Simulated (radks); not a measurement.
The numbers below are computed, except where a source is named.
Q: Ba, 56 electrons, occupied as [Xe] 6s2. Level of theory: Dirac Kohn-Sham, BLYP, spin-unpolarised, spherical densities, finite nucleus; Fermi nuclear charge, rms radius 4.8378 fm (a radial shooting solver on a logarithmic mesh with Libxc functionals). Some entries of the table are withheld. Estimate them.

orbital,occ.,eigenvalue (hartree),r(max) (bohr)
1s1/2,2,-1368.211,0.01642
2s1/2,2,-216.1726,0.09302
2p1/2,2,-203.6526,0.07106
2p3/2,4,-189.6180,0.07613
3s1/2,2,(1),0.2666
3p1/2,2,-40.35616,0.2531
3p3/2,4,-37.64415,0.2642
3d3/2,4,-28.41094,0.2132
3d5/2,6,-27.83272,0.2164
4s1/2,2,-8.93574,(2)
4p1/2,2,-7.02467,0.6372
4p3/2,4,-6.45828,0.6614
4d3/2,4,-3.33663,0.6907
4d5/2,6,-3.24044,0.6988
5s1/2,2,-1.22641,1.470
5p1/2,2,-0.73104,1.623
5p3/2,4,-0.65449,1.693
6s1/2,2,-0.11282,4.071

A: 
(1) 3s1/2 eigenvalue (hartree): -45.61407
(2) 4s1/2 r(max) (bohr): 0.6252
